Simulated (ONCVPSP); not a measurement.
**An all-electron radial function and its pseudo partner (caesium (Cs))**

Columns: radius, all-electron u(r) and pseudo u(r) of the 5p shell (level -13.61 eV) of caesium in the configuration [Kr] 4d10 5s2 5p6 6s1; LDA (Perdew-Zunger), scalar-relativistic, ONCV scheme, ONCVPSP 4.0.1.

```csv
r (bohr),all-electron,pseudo
0.138,0.1019,0.0064
0.275,0.1845,0.0261
0.413,-0.1958,0.0619
0.550,-0.3916,0.1155
0.688,-0.3258,0.1885
0.825,-0.1163,0.2779
0.963,0.1320,0.3796
1.100,0.3561,0.4843
1.238,0.5348,0.5839
1.375,0.6608,0.6682
1.513,0.7406,0.7317
1.650,0.7811,0.7700
1.788,0.7914,0.7838
1.925,0.7792,0.7756
2.062,0.7513,0.7501
2.200,0.7125,0.7123
2.338,0.6673,0.6672
2.475,0.6190,0.6190
2.613,0.5693,0.5693
2.750,0.5205,0.5205
2.888,0.4730,0.4730
3.025,0.4281,0.4281
3.162,0.3861,0.3861
3.300,0.3468,0.3468
3.438,0.3106,0.3106
3.575,0.2778,0.2778
```

**Question.** How many radial nodes do the two functions have?

**Answer.** The all-electron 5p function has n − l − 1 = 3 (the table is too coarse to show those close to the nucleus); the pseudo-wave has 0, since the states of the same l below it are removed with the core.

**Question.** At about which radius was the pseudo-wave matched?

**Answer.** 2.40 bohr. The columns agree to 0.0005 from 2.20 bohr on; several derivatives are matched, so the curves merge somewhat inside the radius.

**Question.** Is the pseudo-wave norm-conserving?

**Answer.** Yes: the ONCV scheme keeps the norm inside the radius equal to the all-electron one, which fixes the energy derivative of the logarithmic derivative at the level.
